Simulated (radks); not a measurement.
Charge is removed step by step from the 5d down level of Ir3+, starting from [Xe] 4f14 5d(up 5, down 1). Method: scalar-relativistic Kohn-Sham, PBE, spin-polarised, spherical densities, point nucleus; computed with a radial shooting solver on a logarithmic mesh with Libxc functionals.

\begin{tabular}{lrrr}
removed (e) & E - E(0) (eV) & eigenvalue (eV) & E minus straight line (eV) \\ \hline
0 & 0.000 & -35.073 & 0.000 \\
0.125 & 4.480 & -36.626 & -0.694 \\
0.25 & 9.155 & -38.194 & -1.193 \\
0.375 & 14.027 & -39.776 & -1.495 \\
0.5 & 19.097 & -41.371 & -1.599 \\
0.625 & 24.368 & -42.978 & -1.503 \\
0.75 & 29.840 & -44.596 & -1.205 \\
0.875 & 35.514 & -46.223 & -0.704 \\
1 & 41.393 & -47.853 & 0.000 \\
\end{tabular}

Removing the whole electron costs 41.393 eV by Delta-SCF, against 35.073 eV from minus the eigenvalue at the starting occupation. Slater's transition state (half an electron removed) gives 41.371 eV. Integrating minus the eigenvalue over the occupation (Janak's theorem) gives 41.402 eV. In this scalar-relativistic scheme the density is built from large components alone, so the theorem holds only approximately. The mean slope of the eigenvalue, de/dn, is 12.8 eV per electron. Ionisation energy of Ir3+ in the NIST Atomic Spectra Database: 40 eV (theoretical).
